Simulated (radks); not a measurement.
Values are calculated unless marked as measured or tabulated.
These are the eigenvalues of the occupied orbitals of an atom or ion with whole-number occupations (eV). Level of theory: scalar-relativistic Kohn-Sham, r2SCAN, spin-polarised, spherical densities, finite nucleus; meta-GGA in the generalised Kohn-Sham scheme; Fermi nuclear charge, rms radius of each element as measured or else 0.836 A^(1/3) + 0.57 fm (a radial shooting solver on a logarithmic mesh with Libxc functionals).

orbital  eigenvalue
1s up     -1524.466
1s down   -1524.222
2s up     -114.6899
2s down   -114.5205
2p up      -74.4324
2p down    -74.1012
3p up       -4.6401

Which element is it, and in what charge state? The configuration may be excited. Open shells, if any, are filled with parallel spins first.

Answer. Z = 13, aluminium, charge 0: Al in [Ne] 3p3. The list shows which subshells hold electrons but not how many an open one holds; the 1s level, -56.023 hartree, gives Z - s = 10.6 by -(Z - s)^2/2, which with screening and relativity narrows Z to a few neighbours, and the depths of the outer levels then fix element, charge and occupations together.
